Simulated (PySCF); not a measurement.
Compound: AlCl2(NCO), CAlCl2NO.
Geometry (PBE0-D3(BJ)/def2-SVP, Å), atoms numbered from 1 in this order:
```
atom  x, y, z in Å
Al1    0.5589    0.9664   -0.0386
Cl2    2.6363    0.9860    0.0125
Cl3   -0.4944    2.7535   -0.1606
N4    -0.3022   -0.5603    0.0122
C5    -0.8855   -1.6115    0.0394
O6    -1.4498   -2.6302    0.0658
```

The closed-shell ground state was solved at several levels (PySCF, density fitting, gas phase, non-relativistic).

```tsv
level	basis functions	HOMO (eV)	LUMO (eV)	gap (eV)	dipole (D)
PBE0/pcSseg-1 (pcSseg-2 on Al)	142	-9.13	-1.41	7.72	0.55
PBE/pcSseg-1 (pcSseg-2 on Al)	142	-7.68	-2.17	5.51	0.51
wB97X-D/def2-SVPD	141	-11.03	0.25	11.28	0.72
```

(1) What might B3LYP/pcSseg-1 (pcSseg-2 on Al) (142 basis functions) give for the same quantities?

(2) Over all these levels, which gives the widest orbital gap and which the narrowest?

(3) In the pcSseg-1 (pcSseg-2 on Al) basis, how does the gap go with the fixed share of exact exchange?

(4) How far do the dipole and the HOMO energy spread over the levels?

Results:

(1) HOMO -8.83 eV, LUMO -1.60 eV, gap 7.23 eV, dipole 0.58 D.

(2) wB97X-D/def2-SVPD (range-separated hybrid) has the widest, 11.28 eV, and PBE/pcSseg-1 (pcSseg-2 on Al) (GGA) the narrowest, 5.51 eV. Functional and basis both differ between the two, so the spread mixes both effects.

(3) PBE (0 %) 5.51 eV; B3LYP (20 %) 7.23 eV; PBE0 (25 %) 7.72 eV. Each rise in the share widens the gap here.

(4) The dipole runs from 0.51 to 0.72 D (mean 0.59 D) and the HOMO from -11.03 to -7.68 eV.
